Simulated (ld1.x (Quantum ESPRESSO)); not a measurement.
## u(r) = r·R(r): atom against pseudo-atom (vanadium (V))

Columns: radius, all-electron u(r) and pseudo u(r) of the 3d shell (level -6.50 eV) of vanadium in the configuration [Ne] 3s2 3p6 3d3 4s1 4p1; PBE, scalar-relativistic, PAW scheme, ld1.x (Quantum ESPRESSO) 7.5.

| r (bohr) | all-electron | pseudo |
| --- | --- | --- |
| 0.138 | 0.0826 | 0.0079 |
| 0.275 | 0.3029 | 0.0577 |
| 0.413 | 0.5240 | 0.1712 |
| 0.550 | 0.6834 | 0.3361 |
| 0.688 | 0.7785 | 0.5176 |
| 0.825 | 0.8178 | 0.6681 |
| 0.963 | 0.8180 | 0.7580 |
| 1.100 | 0.7934 | 0.7804 |
| 1.238 | 0.7544 | 0.7545 |
| 1.375 | 0.7085 | 0.7086 |
| 1.513 | 0.6593 | 0.6593 |
| 1.650 | 0.6104 | 0.6104 |
| 1.788 | 0.5626 | 0.5626 |
| 1.925 | 0.5175 | 0.5175 |
| 2.062 | 0.4752 | 0.4752 |
| 2.200 | 0.4357 | 0.4357 |
| 2.338 | 0.3992 | 0.3992 |
| 2.475 | 0.3659 | 0.3659 |
| 2.613 | 0.3351 | 0.3351 |
| 2.750 | 0.3071 | 0.3071 |
| 2.888 | 0.2811 | 0.2811 |
| 3.025 | 0.2575 | 0.2575 |
| 3.162 | 0.2357 | 0.2357 |
| 3.300 | 0.2157 | 0.2157 |
| 3.438 | 0.1972 | 0.1972 |
| 3.575 | 0.1804 | 0.1804 |

Q: How many radial nodes do the two functions have?

A: The all-electron 3d function has n − l − 1 = 0; the pseudo-wave has 0.

Q: At about which radius was the pseudo-wave matched?

A: 1.45 bohr. The columns agree to 0.0005 from 1.24 bohr on; several derivatives are matched, so the curves merge somewhat inside the radius.

Q: Is the pseudo-wave norm-conserving?

A: No, it belongs to a PAW set: the norm inside the radius is not constrained, and the difference is carried by the augmentation charge.
